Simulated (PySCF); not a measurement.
Nb(S)(F)(Me)2 (C2H6FNbS), SMILES [CH3][Nb]([CH3])([F])=[S], multiplicity 1. Atoms are numbered in the order given.

```xyz
11

Nb    -0.0312    -0.1274     0.1632
S      1.0016     1.0571    -1.3026
F      1.1158    -0.9932     1.3650
C     -1.2253    -1.5148    -0.9444
H     -1.9525    -0.9561    -1.5605
H     -1.7736    -2.1562    -0.2282
H     -0.6300    -2.1540    -1.6172
C     -1.3696     1.2128     1.1582
H     -0.8530     2.0630     1.6335
H     -1.9218     0.6469     1.9327
H     -2.0887     1.6184     0.4241
```
Charge 0, spin multiplicity 1.

The structure is a stationary point at B3LYP-D3(BJ)/def2-SVP. The multiplicity is an assumed one; other spin states were not compared. The def2 effective core potentials stand for the cores of Nb; spin–orbit coupling is left out.

Computed with B3LYP-D3(BJ)/def2-SVP run with PySCF.

Frequencies are harmonic and unscaled.

Question: Give all harmonic wavenumbers and intensities. (Estimate from the structure and the level; the computed values follow.)

Answer: 
| mode | ν (cm⁻¹) | IR (km/mol) | Raman (Å⁴/amu) | depolarisation | moving atoms (share of kinetic energy) |
|---|---|---|---|---|---|
| 1 | 88 | 0.0 | 0.0 | – | H 94 % |
| 2 | 110 | 0.3 | 0.1 | 0.67 | H 97 % |
| 3 | 146 | 0.1 | 3.8 | 0.73 | C 52 %, H 36 %, Nb 9 % |
| 4 | 152 | 3.4 | 1.2 | 0.75 | F 48 %, C 20 %, H 19 %, Nb 13 % |
| 5 | 162 | 0.5 | 3.6 | 0.55 | C 38 %, H 26 %, S 18 %, Nb 13 % |
| 6 | 163 | 0.4 | 5.0 | 0.75 | S 35 %, C 34 %, H 20 %, Nb 12 % |
| 7 | 176 | 2.1 | 2.1 | 0.75 | F 58 %, S 25 %, Nb 13 % |
| 8 | 442 | 2.8 | 0.9 | 0.75 | H 74 %, C 24 % |
| 9 | 519 | 8.4 | 4.9 | 0.75 | H 75 %, C 21 % |
| 10 | 531 | 10.4 | 28.4 | 0.03 | C 49 %, H 25 %, S 21 % |
| 11 | 547 | 37.1 | 7.2 | 0.75 | H 31 %, S 27 %, C 25 %, Nb 15 % |
| 12 | 549 | 68.7 | 4.6 | 0.75 | H 44 %, C 42 %, Nb 13 % |
| 13 | 589 | 11.8 | 3.6 | 0.75 | H 67 %, C 27 % |
| 14 | 614 | 53.0 | 10.4 | 0.04 | H 41 %, S 24 %, Nb 14 %, C 11 %, F 9 % |
| 15 | 709 | 141.2 | 0.3 | 0.15 | F 69 %, Nb 22 % |
| 16 | 1168 | 6.9 | 1.6 | 0.75 | H 77 %, C 23 % |
| 17 | 1176 | 8.4 | 0.9 | 0.19 | H 78 %, C 22 % |
| 18 | 1381 | 14.6 | 1.2 | 0.75 | H 94 % |
| 19 | 1390 | 6.3 | 31.6 | 0.72 | H 94 % |
| 20 | 1391 | 0.7 | 28.4 | 0.75 | H 95 % |
| 21 | 1397 | 17.8 | 1.5 | 0.53 | H 95 % |
| 22 | 2991 | 4.4 | 25.0 | 0.75 | H 97 % |
| 23 | 2994 | 2.6 | 338.7 | 0.01 | H 97 % |
| 24 | 3087 | 1.1 | 24.2 | 0.75 | H 91 %, C 9 % |
| 25 | 3090 | 6.0 | 137.2 | 0.74 | H 91 %, C 9 % |
| 26 | 3113 | 0.0 | 31.5 | 0.75 | H 91 %, C 9 % |
| 27 | 3113 | 0.5 | 132.1 | 0.69 | H 91 %, C 9 % |
